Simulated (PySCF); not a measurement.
Gas-phase reaction: WO2Cl2 + HOCl → WO3 + Cl2 + HCl

Method: PySCF energies (xtb for GFN2) plus ideal-gas RRHO corrections (1 bar). † marks an energy on the PBE0/def2-TZVP geometry and frequencies; other levels use their own. All species are closed-shell singlets. W: scalar-relativistic def2 core potential, no spin-orbit coupling. The harmonic model lacks anharmonicity and excited electronic states, which grow with temperature; levels with a mode under 35 cm⁻¹ are left out. Soft modes under 120 cm⁻¹ make the harmonic entropy rough for WO2Cl2.

```tsv
level	ΔE electronic, kJ	ΔH°(298 K), kJ	ΔS°(298 K), J/K	ΔG°(600 K), kJ
BLYP/def2-TZVP†	278	266	118	196
GFN2-xTB	397	381	127	304
M06-2X/def2-TZVP†	338	326	118	255
PBE/def2-TZVP†	298	286	118	215
PBE0/def2-TZVP	324	312	118	242
r2SCAN/def2-TZVP†	326	314	118	243
ωB97M-V/def2-TZVP†	334	322	118	251
```
ΔH° is lowest at BLYP/def2-TZVP† and highest at GFN2-xTB. No reference value is set beside these.
